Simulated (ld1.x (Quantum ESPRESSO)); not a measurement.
# Plane-wave convergence, TM potential for osmium (Os)

| Property | Result |
| --- | --- |
| Element | osmium |
| Generator | ld1.x (Quantum ESPRESSO) 7.5 |
| Type | norm-conserving Troullier–Martins (Kleinman–Bylander form) |
| Functional | LDA (PZ) |
| Relativity | scalar-relativistic |
| Frozen core | [Kr] 4d10 4f14 |
| Valence charge | 16 |
| Reference configuration | 5s2 5p6 5d6 6s2 6p0 |
| Partial waves | 5p (bound): rc 1.65 bohr; 5d (bound): rc 2.00 bohr; 5f channel at 0.2 Ry: rc 1.90 bohr; 5s (bound): rc 1.40 bohr |
| Local potential | the s channel |
| Core correction | none |

Occupied shells without a wave of their own: 6s. They enter only through the test configuration that unscreens the potential.

The pseudo-atom Hamiltonian at the reference potential is diagonalised in spherical Bessel functions j_l(qr) that vanish at 20 bohr, with q² up to the cutoff. All-electron valence levels (Ry): 5p -3.7523, 6p -0.1027, 5d -0.4750, 5s -6.7499, 6s -0.4694.

Task: How do the lowest levels (Ry) of each channel move with the cutoff, and are there ghosts?

Result:

| cutoff (Ry) | p #1 | p #2 | p #3 | d #1 | d #2 | f #1 | s #1 | s #2 | Σ f·Δε (mRy) |
| --- | --- | --- | --- | --- | --- | --- | --- | --- | --- |
| 8 | -2.8348 | -0.0499 | 0.0628 | -0.0639 | 0.0736 | 0.1140 | -6.3063 | -0.4531 | 9026.4 |
| 15 | -3.6619 | -0.0964 | 0.0531 | -0.3044 | 0.0677 | 0.1140 | -6.3548 | -0.5041 | 2422.8 |
| 25 | -3.7365 | -0.1045 | 0.0519 | -0.4523 | 0.0663 | 0.1140 | -6.5859 | -0.5116 | 609.7 |
| 40 | -3.7471 | -0.1052 | 0.0518 | -0.4748 | 0.0662 | 0.1140 | -6.7273 | -0.5330 | 85.3 |
| 60 | -3.7520 | -0.1062 | 0.0516 | -0.4750 | 0.0662 | 0.1140 | -6.7345 | -0.5355 | 36.1 |
| 90 | -3.7523 | -0.1063 | 0.0516 | -0.4750 | 0.0662 | 0.1140 | -6.7489 | -0.5367 | 3.1 |
| 120 | -3.7523 | -0.1063 | 0.0516 | -0.4750 | 0.0662 | 0.1140 | -6.7493 | -0.5370 | 1.4 |
| 180 | -3.7523 | -0.1063 | 0.0516 | -0.4750 | 0.0662 | 0.1140 | -6.7499 | -0.5370 | 0.1 |
| 400 | -3.7523 | -0.1063 | 0.0516 | -0.4750 | 0.0662 | 0.1140 | -6.7499 | -0.5370 | 0.0 |

Result: no extra level below or beside the all-electron valence levels (p, d, f, s tested); 10 mRy is reached at 80 Ry and 1 mRy at 140 Ry.

The potential misses its own reference levels by up to 0.9 eV. Its largest configuration-test error is -3645 meV.
